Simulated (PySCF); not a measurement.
C2H3O2 (SMILES [CH2-]C(=O)O), charge -1, singlet, at a GFN2-xTB geometry (in this run its highest filled SCF level lies above zero, so its values depend strongly on the basis, on diffuse functions most of all); M06/6-31G (PySCF).

Input for PySCF:
```python
from pyscf import gto, scf, dft

mol = gto.Mole()
mol.atom = '''
    C     0.115006    0.052011   -0.053020
    O     0.262587    1.216662   -0.495616
    O    -1.208255   -0.243273    0.453609
    H    -1.686173    0.584178    0.317914
    C     0.980943   -0.979983    0.033437
    H     0.680039   -1.927420    0.448958
    H     1.995774   -0.876036   -0.313310
'''
mol.basis = '6-31g'
mol.charge = -1
mol.spin = 0
mol.verbose = 4
mol.build()

mf = dft.RKS(mol)
mf.xc = 'm06'
mf.kernel()
```

### Question
Write the output that PySCF gives for this input, abridged.

### Answer

```
PySCF version 2.14.0

[INPUT] verbose = 4
[INPUT] num. atoms = 7
[INPUT] num. electrons = 32
[INPUT] charge = -1
[INPUT] spin (= nelec alpha-beta = 2S) = 0
[INPUT] symmetry False subgroup None
[INPUT] Mole.unit = angstrom
[INPUT] Symbol           X                Y                Z      unit          X                Y                Z       unit  Magmom
[INPUT]  1 C      0.115006000000   0.052011000000  -0.053020000000 AA    0.217329842682   0.098286545465  -0.100193279124 Bohr   0.0
[INPUT]  2 O      0.262587000000   1.216662000000  -0.495616000000 AA    0.496217513871   2.299157966166  -0.936578502952 Bohr   0.0
[INPUT]  3 O     -1.208255000000  -0.243273000000   0.453609000000 AA   -2.283271038636  -0.459719343501   0.857196777638 Bohr   0.0
[INPUT]  4 H     -1.686173000000   0.584178000000   0.317914000000 AA   -3.186405168636   1.103936427996   0.600770391165 Bohr   0.0
[INPUT]  5 C      0.980943000000  -0.979983000000   0.033437000000 AA    1.853713613809  -1.851899476730   0.063186772427 Bohr   0.0
[INPUT]  6 H      0.680039000000  -1.927420000000   0.448958000000 AA    1.285087464023  -3.642295927009   0.848407661432 Bohr   0.0
[INPUT]  7 H      1.995774000000  -0.876036000000  -0.313310000000 AA    3.771466266528  -1.655468115259  -0.592070092087 Bohr   0.0

nuclear repulsion = 112.519896465507
number of shells = 26
number of NR pGTOs = 100
number of NR cGTOs = 42
basis = 6-31g
ecp = {}

******** <class 'pyscf.dft.rks.RKS'> ********
method = RKS
initial guess = minao
damping factor = 0
level_shift factor = 0
DIIS = <class 'pyscf.scf.diis.CDIIS'>
diis_start_cycle = 1
diis_space = 8
diis_damp = 0
SCF conv_tol = 1e-09
SCF conv_tol_grad = None
SCF max_cycles = 50
direct_scf = True
direct_scf_tol = 1e-13
XC library pyscf.dft.libxc version 7.1.2
    S. Lehtola, C. Steigemann, M. J. T. Oliveira, and M. A. L. Marques,  SoftwareX 7, 1–5 (2018)
XC functionals = m06
    Y. Zhao and D. G. Truhlar,  Theor. Chem. Acc. 120, 215 (2008)
    Y. Zhao and D. G. Truhlar,  Theor. Chem. Acc. 120, 215 (2008)
radial grids:
    Treutler-Ahlrichs [JCP 102, 346 (1995); DOI:10.1063/1.469408] (M4) radial grids

becke partition: Becke, JCP 88, 2547 (1988); DOI:10.1063/1.454033
pruning grids: <function nwchem_prune>
grids dens level: 3
symmetrized grids: False
atomic radii adjust function: <function treutler_atomic_radii_adjust>
small_rho_cutoff = 0
Set gradient conv threshold to 3.16228e-05
Initial guess from minao.
tot grids = 85824
init E= -228.710118106546
  HOMO = -0.260633529433426  LUMO = -0.00106664772826659  gap/eV = 7.06317
cycle= 1 E= -228.045962031174  delta_E= 0.664  |g|= 1.03  |ddm|= 2.68
  HOMO = 0.164271115741841  LUMO = 0.322471808644184  gap/eV = 4.30486
cycle= 2 E= -227.749184484121  delta_E= 0.297  |g|=  1.6  |ddm|= 2.76
  HOMO = 0.059467521705113  LUMO = 0.295903659207305  gap/eV = 6.43376
cycle= 3 E= -228.239984700015  delta_E= -0.491  |g|= 0.328  |ddm|= 1.95
  HOMO = 0.0360571227968816  LUMO = 0.294246798076772  gap/eV = 7.02570
cycle= 4 E= -228.263771115542  delta_E= -0.0238  |g|= 0.0589  |ddm|= 0.368
  HOMO = 0.0310802731553328  LUMO = 0.299313149636875  gap/eV = 7.29899
cycle= 5 E= -228.264314710414  delta_E= -0.000544  |g|= 0.0234  |ddm|= 0.0613
  HOMO = 0.0346612168102185  LUMO = 0.299592118231199  gap/eV = 7.20914
cycle= 6 E= -228.264447518106  delta_E= -0.000133  |g|= 0.0048  |ddm|= 0.0262
  HOMO = 0.0342924489628729  LUMO = 0.299751905899557  gap/eV = 7.22352
cycle= 7 E= -228.26445137266  delta_E= -3.85e-06  |g|= 0.00226  |ddm|= 0.00601
  HOMO = 0.0342979456727126  LUMO = 0.299603991976251  gap/eV = 7.21935
cycle= 8 E= -228.264452706069  delta_E= -1.33e-06  |g|= 0.000202  |ddm|= 0.0028
  HOMO = 0.0342910659622451  LUMO = 0.299588029155262  gap/eV = 7.21910
cycle= 9 E= -228.264452718411  delta_E= -1.23e-08  |g|= 3.13e-05  |ddm|= 0.000373
  HOMO = 0.0342926116771132  LUMO = 0.299579382701169  gap/eV = 7.21882
cycle= 10 E= -228.264452718719  delta_E= -3.08e-10  |g|= 3.37e-06  |ddm|= 7.51e-05
  HOMO = 0.0342929416193405  LUMO = 0.299580266065686  gap/eV = 7.21884
Extra cycle  E= -228.264452718717  delta_E= 1.53e-12  |g|= 4.67e-06  |ddm|= 1.11e-05
converged SCF energy = -228.264452718717
```
